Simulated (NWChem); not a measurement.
Species: CH$_{5}$FOSi$_{2}$; SMILES C1(F)[SiH2]O[SiH2]1

```xyz
10

F     -0.2638    -2.1004     0.0000
C      0.4605    -0.9303     0.0000
Si     0.0031     0.4335     1.2775
O     -0.1674     1.5392     0.0000
Si     0.0031     0.4335    -1.2775
H      1.5413    -1.1660     0.0000
H      1.0686     0.8655     2.2269
H     -1.2715     0.1745     2.0038
H     -1.2715     0.1745    -2.0038
H      1.0686     0.8655    -2.2269
```
Atoms are numbered in this order, from 1.

All runs: NWChem. Structure relaxed at the PBE0/def2-SVP level. Level: M05-2X/def2-SVP with SMD (1 M gas to 1 M solution), gas-phase geometry. Reactions with the solvent are ignored.

Order these by “cavity-dispersion-structure term (kcal/mol)”, lowest first: 1-octanol; n-hexane; anisole; water.

n-hexane (-0.6), anisole (0.1), 1-octanol (0.8), water (3.5)
